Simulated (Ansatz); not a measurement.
`Cl[SiH]1[CH2][AlH]1` + `C[SiH3]` → `C[SiH2][SiH]1[CH2][AlH]1` + HCl  (formal exchange of groups at the Si–Cl bond)

Gas-phase electronic energies from Ansatz, PBE0-D4/def2-TZVP geometries. CBS: MP2 limit from def2 TZ/QZ plus the TZ coupled-cluster correction, frozen cores. This one scheme is used for every species. DFT in def2-TZVPP. One conformer a species, not always the lowest.

`Cl[SiH]1[CH2][AlH]1`:

```xyz
8

Cl    1.973   -1.016    1.494
Si    0.649   -0.920   -0.100
C    -0.848    0.160    0.341
Al    0.271    1.263   -0.818
H     0.423   -2.318   -0.554
H    -1.233    0.283    1.352
H    -1.667   -0.177   -0.320
H     0.434    2.725   -1.395
```

`C[SiH3]`:

Z-matrix (Å, degrees):
```
C
Si 1 1.871
H 1 1.092 2 110.8
H 1 1.092 2 110.8 3 -120.0
H 1 1.092 2 110.8 3 120.0
H 2 1.488 1 110.7 3 -179.9
H 2 1.488 1 110.7 3 -59.9
H 2 1.488 1 110.7 3 60.1
```

`C[SiH2][SiH]1[CH2][AlH]1`:

Cartesian coordinates in Å:
```
C 2.003 -0.687 1.301
Si 1.411 0.254 -0.214
Si -0.772 1.038 -0.039
C -2.064 -0.396 -0.236
Al -2.164 0.667 -1.865
H 2.020 -0.034 2.176
H 3.010 -1.080 1.146
H 1.338 -1.525 1.518
H 1.436 -0.654 -1.401
H 2.338 1.384 -0.506
H -0.991 1.961 1.112
H -1.716 -1.424 -0.133
H -2.946 -0.253 0.399
H -2.904 0.749 -3.259
```

HCl:

Cartesian coordinates in Å:
```
Cl -0.213 -0.542 -0.264
H 0.213 0.542 0.264
```

```
  level  ΔE (kcal/mol)
ωB97M-V           21.2
 r2SCAN           19.6
```

Q: What does CCSD(T)/CBS give? (Estimate.)

A: The calculation gave: +19.5 kcal/mol. The listed levels differ from it by 1.7, 0.1 kcal/mol.

Largest T1 diagnostic among the species: 0.013.

The D4 term adds −1.5 kcal/mol with B3LYP and −1.0 kcal/mol with PBE0; it sums over pairs of atoms, weighted by their polarisabilities, and B3LYP, whose exchange is more repulsive, gets the larger term. From PBE to PBE0 (25 % exact exchange), in def2-TZVPP and without D4, ΔE moves by +0.9 kcal/mol.

B3LYP here is the variant with VWN-RPA as its local correlation; programs differ in this.
